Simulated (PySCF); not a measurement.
Gas-phase reaction: Ga(CH3)3 + C = GaH + C4H8 (cis-2-butene)

Method: PySCF energies plus ideal-gas RRHO corrections (1 bar). † marks an energy on the PBE0/def2-TZVP geometry and frequencies; other levels use their own. CCSD(T) freezes the core. 6-31G* has spherical d functions here. Open shells (unrestricted): C (multiplicity 3); the rest are closed-shell singlets. Spin-orbit splitting is ignored; it lowers the true energy and changes the entropy of C. B3LYP is the form with VWN-RPA correlation. Ga: all electrons, no relativistic terms. GaH: computed as isolated molecules; such fragments, hydroxides, amides, oligomers or adducts are transient or little studied in the gas. CCSD(T) isn't extrapolated to the basis-set limit.

```json
[
 {"level": "B3LYP/6-31G*", "ΔH°(298 K), kJ": "(withheld)"},
 {"level": "B3LYP/def2-TZVP†", "ΔH°(298 K), kJ": "-514"},
 {"level": "CCSD(T)/def2-SVP†", "ΔH°(298 K), kJ": "(withheld)"},
 {"level": "HF/def2-TZVP†", "ΔH°(298 K), kJ": "-347"},
 {"level": "M06-2X/def2-TZVP†", "ΔH°(298 K), kJ": "-487"},
 {"level": "PBE/def2-TZVP†", "ΔH°(298 K), kJ": "-536"},
 {"level": "PBE0/def2-QZVP†", "ΔH°(298 K), kJ": "(withheld)"},
 {"level": "ωB97X-V/def2-TZVP†", "ΔH°(298 K), kJ": "(withheld)"}
]
```

Problem. Fill in the missing entries.

Solution. 
- B3LYP/6-31G*, ΔH°(298 K), kJ: -530
- CCSD(T)/def2-SVP†, ΔH°(298 K), kJ: -491
- PBE0/def2-QZVP†, ΔH°(298 K), kJ: -505
- ωB97X-V/def2-TZVP†, ΔH°(298 K), kJ: -481
